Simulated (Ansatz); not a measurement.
Reaction (substitution at a C–F bond): `O[SiH](S)CF` + HCl → `O[SiH](S)CCl` + H–F

Computed with Ansatz on PBE0-D4/def2-TZVP structures; ΔE is electronic, products minus reactants. CCSD(T)/CBS is the MP2 limit (def2-TZVPP, def2-QZVPP) plus CCSD(T) − MP2 in def2-TZVPP, frozen cores. This one scheme is used for every species. DFT in def2-TZVPP. Each species was taken in one conformer, which may not be the lowest.

`O[SiH](S)CF`:

Cartesian coordinates in Å:
```
O 1.191 -0.359 -1.528
Si 0.723 -0.339 0.044
S 1.310 1.435 1.071
C -1.155 -0.478 0.217
F -1.765 0.729 -0.128
H 1.203 0.476 -1.998
H 1.364 -1.512 0.677
H 0.123 2.025 0.841
H -1.555 -1.257 -0.442
H -1.438 -0.721 1.247
```

HCl:

Z-matrix (Å, degrees):
```
Cl
H 1 1.279
```

`O[SiH](S)CCl`:

```xyz
10

O    -0.200   -1.152    1.396
Si   -0.338    0.188    0.465
S     1.235    1.600    0.742
C    -0.286   -0.257   -1.360
Cl    1.239   -1.126   -1.703
H     0.609   -1.659    1.295
H    -1.648    0.773    0.825
H     0.818    1.937    1.974
H    -0.322    0.619   -2.009
H    -1.107   -0.924   -1.625
```

H–F:

Cartesian coordinates in Å:
```
F 0.011 -0.364 -0.281
H -0.011 0.364 0.281
```

```tsv
level	ΔE (kJ/mol)
r2SCAN-D4	-35.5
PBE0-D4	-41.1
BHLYP-D4	-35.9
SCS-MP2/def2-TZVPP	-44.5
```

(1) What does CCSD(T)/CBS give? (Best estimate.)

Largest T1 diagnostic among the species: 0.012.

Answers

(1) Computed: -47.6 kJ/mol. The listed levels differ from it by 12.1, 6.5, 11.7, 3.1 kJ/mol.

The D4 term adds −8.1 kJ/mol with B3LYP and −4.3 kJ/mol with PBE0; it sums over pairs of atoms, weighted by their polarisabilities, and B3LYP, whose exchange is more repulsive, gets the larger term. From r2SCAN to r2SCAN0 (25 % exact exchange), in def2-TZVPP and without D4, ΔE moves by −3.8 kJ/mol.

CCSD(T)/CBS has its own doubt, a few kJ/mol and more with outer-core shells, so smaller differences from it don't rank the levels.

B3LYP here is the variant with VWN-RPA as its local correlation; programs differ in this.
